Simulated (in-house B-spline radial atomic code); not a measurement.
A calculation on the tantalum ion Ta⁵⁺ (with a hole in an inner shell): its settings, and results tabulated from the run. All numbers are computed (Dirac-Hartree-Fock, average of configuration; Fermi nucleus of rms radius 5.3507 fm) with a radial B-spline atomic code at the basis-set limit, not measured.

Command:
```bash
python run_scf.py task.json out
```
Settings (nuclear radius in fm, mass in u):
```
Z                73
configuration    1s2 2s2 2p6 3s2 3p6 3d10 4s2 4p6 4d10 4f14 5s1 5p6 5d1
hamiltonian      dirac
method           hf
spin_polarised   False
nucleus          fermi
rms_radius       5.3507
atomic_mass      180.948
speed_of_light   137.035999084
```

Output (hartree, bohr):
```
 radial grid: 68 intervals, B-splines of order 8, outer radius 25.4386 bohr

 iter        energy (Eh)    residual
    1      -15605.618919    5.99e-01
    2      -15607.164062    3.17e-01
    3      -15609.085003    2.95e-02
    4      -15609.093421    1.13e-02
    5      -15609.095311    1.75e-03
    6      -15609.095363    2.37e-04
    7      -15609.095363    1.80e-04
    8      -15609.095364    2.73e-05
    9      -15609.095364    1.48e-06
   10      -15609.095364    2.54e-07

 total energy                    -15609.09536
 kinetic                           17510.4988
 electron-nucleus                 -38777.9702
 electron-electron                  5658.3761

 first-order corrections (not in the total)
   Gaunt                            18.3249
   retardation                      -1.9399
   frequency dependence             -0.3113
   self-energy                      13.2862
   Uehling                          -2.4560
   Wichmann-Kroll                    0.0955
   recoil                            0.0293

 orbital      occ     eigenvalue          <r>       <r^2>       <1/r>     <1/r^3>       r_max    small
 1s1/2      2.000     -2495.4289    0.0186624 0.000478691     85.3935           -     0.01168  7.56e-02
 2s1/2      2.000      -435.5986    0.0782884  0.00730899      20.756           -       0.067  1.71e-02
 2p1/2      2.000      -415.4779    0.0649496  0.00524582     20.6793           -     0.04999  1.71e-02
 2p3/2      4.000      -368.6983    0.0727493  0.00644419     17.4892     15537.8     0.05669  1.55e-02
 3s1/2      2.000      -103.7738     0.203831   0.0476485     7.63101           -      0.1886  5.64e-03
 3p1/2      2.000       -94.8728     0.194088    0.043907     7.53327           -       0.177  5.56e-03
 3p3/2      4.000       -84.6412     0.208455    0.050449     6.71475     3514.52      0.1906  5.11e-03
 3d3/2      4.000       -69.8100     0.182992   0.0393521     6.58761     602.369      0.1498  4.97e-03
 3d5/2      6.000       -67.6040     0.187433   0.0411558     6.39278     515.589      0.1536  4.84e-03
 4s1/2      2.000       -24.1376     0.459651    0.238594     3.17157           -      0.4298  1.81e-03
 4p1/2      2.000       -20.4397     0.465618    0.246778     3.06299           -      0.4304  1.72e-03
 4p3/2      4.000       -18.0621     0.496632    0.280508     2.79412     798.703      0.4585  1.57e-03
 4d3/2      4.000       -11.9531     0.516901    0.309751     2.57081     119.653      0.4574  1.37e-03
 4d5/2      6.000       -11.5079      0.52808    0.323095      2.5028     100.391      0.4668  1.32e-03
 4f5/2      6.000        -3.8279     0.612087    0.463928     2.05048     18.0736      0.4413  9.33e-04
 4f7/2      8.000        -3.7480     0.621024    0.477911     2.02173     17.2484      0.4467  9.12e-04
 5s1/2      1.000        -5.4444      1.09113     1.33234     1.22408           -      0.9913  3.95e-04
 5p1/2      2.000        -4.1190      1.18849     1.58852     1.10943           -       1.061  3.32e-04
 5p3/2      4.000        -3.7526      1.27243     1.81807     1.01964     113.667       1.136  2.91e-04
 5d3/2      0.400        -2.3075      1.61179     2.94732    0.789571     11.2885       1.391  1.82e-04
 5d5/2      0.600        -2.2732      1.64346     3.06077    0.771812     9.42255       1.422  1.75e-04
```

Run time, properties included: 1.4 s on 1 thread of Arm Neoverse V1 (shared host).

For the Dirac Hamiltonian the kinetic term is c α·p + (β - 1)c².
